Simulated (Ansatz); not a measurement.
```xyz
13

C     0.9871   -1.3892    0.6131
Si    0.4137    0.1984   -0.1721
C    -0.8530    1.0721    0.8768
P    -0.2560   -0.2174   -2.2839
Cl    2.0504    1.4604   -0.3508
H     1.3877   -1.1981    1.6117
H     1.7681   -1.8602    0.0133
H     0.1540   -2.0916    0.7067
H    -0.4467    1.2815    1.8699
H    -1.1511    2.0178    0.4206
H    -1.7443    0.4494    0.9915
H    -1.4827   -0.7967   -1.8521
H    -0.8273    1.0735   -2.4448
```

Charge 0, multiplicity 1.

**Question.** List the PBE0/def2-TZVPP orbital energies in eV (Ansatz 0.2.0). (An estimate is asked.)

**Answer.** Ansatz gave: Occupied: -2767.03, -2100.71, -1803.42, -277.99, -277.98, -258.89, -197.16, -197.04, -197.03, -179.57, -145.62, -128.84, -128.81, -128.74, -100.34, -100.26, -100.23, -22.85, -20.20, -19.54, -17.86, -13.58, -12.07, -11.98, -11.61, -11.51, -10.93, -10.14, -9.96, -9.63, -8.69, -8.47, -7.45. Lowest empty: 0.34, 0.50, 0.96, 1.21, 1.62, 1.70, 2.48, 2.65.
